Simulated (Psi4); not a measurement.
C₄H₉ (SMILES C[CH]CC), doublet, at a GFN2-xTB geometry. Base run: HF/STO-3G (Psi4 1.11).

Geometry (Å):
```xyz
13

C      0.8023     1.7648    -0.1569
C      0.5214     0.4004     0.3352
C     -0.7449    -0.3105     0.0538
C     -0.5344    -1.8115    -0.1666
H      1.8528     1.8733    -0.4337
H     -1.4850    -2.3074    -0.3495
H      0.6051     2.5212     0.6147
H      0.1823     2.0064    -1.0187
H     -0.0724    -2.2616     0.7090
H      0.1155    -1.9799    -1.0220
H      1.2103    -0.0448     1.0335
H     -1.2295     0.1271    -0.8232
H     -1.4455    -0.1928     0.8969
```
Charge 0, spin multiplicity 2.
Orbitals are unrestricted.
All else is at Psi4's defaults (density fitting).

The base run was repeated with changes; each row names its change, and settings that it needs were set with it.

| change | E (Eh) | SCF-reference dipole (D) | SCF-reference <S^2> | core-seconds (rough) |
|---|---|---|---|---|
| base | -154.82558 | 0.08 | 0.766 | 5 |
| functional = hse06 | -155.73482 | 0.12 | 0.755 | 20 |
| functional = pbe0-dh | -155.67517 | - | 0.757 | 7 |
| functional = b3lyp5 | -155.77947 | 0.12 | 0.754 | 8 |
| functional = m06 | -155.71797 | 0.13 | 0.755 | 10 |
| functional = m11 | -155.52057 | 0.14 | 0.753 | 10 |
| functional = pbe | -155.66364 | 0.13 | 0.753 | 7 |
| functional = wb97x | -155.88630 | 0.12 | 0.755 | 8 |
| functional = svwn | -154.99658 | 0.17 | 0.752 | 5 |
| functional = pw6b95 | -156.10428 | 0.13 | 0.754 | 9 |
| functional = b2plyp | -155.59669 | - | 0.757 | 7 |
| functional = tpssh | -155.95054 | 0.12 | 0.755 | 20 |
| functional = revpbe | -155.85723 | 0.13 | 0.754 | 8 |

Totals shift with the method and basis; they matter in differences.

Open shells are given as the SCF converged; they aren't shown to be the lowest states, and a large step between rows can be another state.
